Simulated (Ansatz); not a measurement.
`[SiH3][Sb]([SiH3])[Cl]`. The species carries charge 0 and has multiplicity 1. Sb takes the def2 core potential.

```xyz
10

Si   -0.663    0.726    1.558
Sb   -1.455    0.072   -0.807
Si    1.000   -0.259   -1.526
Cl   -1.718   -2.218   -0.218
H    -1.822    0.685    2.485
H     0.397   -0.200    2.030
H    -0.132    2.116    1.500
H     1.754   -1.001   -0.485
H     1.032   -1.007   -2.808
H     1.607    1.085   -1.729
```

Q: List the harmonic frequencies (cm⁻¹, unscaled) at PBE0-D4/def2-TZVP in Ansatz. (Best estimate.)

A: The calculation gave: 68, 72, 84, 98, 119, 302, 304, 350, 463, 489, 495, 536, 831, 869, 925, 929, 935, 939, 2209, 2213, 2233, 2234, 2241, 2245.

Q: Is this a minimum?

A: Yes, all 24 modes are real.

Q: Give the ideal-gas thermochemistry at 298.15 K and 1 bar (rigid rotor, harmonic oscillator; point group Cs, symmetry number 1).

A: Zero-point energy 132.7 kJ/mol; H(298) − E = 158.9 kJ/mol; entropy 407.9 J/(mol·K), of which translation 176.1, rotation 122.2, vibration 109.6; G(298) − E = 37.3 kJ/mol. Modes under 100 cm⁻¹ are hindered rotations or soft bends, so the harmonic entropy is rough.

Q: And at 400, 500, 600, 800 and 1000 K?

A: 
```json
{"T (K)": "400", "H − E (kJ/mol)": "172.9", "S (J/mol/K)": "448.2", "G − E (kJ/mol)": "-6.3"}
{"T (K)": "500", "H − E (kJ/mol)": "188.2", "S (J/mol/K)": "482.1", "G − E (kJ/mol)": "-52.9"}
{"T (K)": "600", "H − E (kJ/mol)": "204.6", "S (J/mol/K)": "512.0", "G − E (kJ/mol)": "-102.6"}
{"T (K)": "800", "H − E (kJ/mol)": "240.1", "S (J/mol/K)": "563.0", "G − E (kJ/mol)": "-210.3"}
{"T (K)": "1000", "H − E (kJ/mol)": "278.4", "S (J/mol/K)": "605.7", "G − E (kJ/mol)": "-327.3"}
```
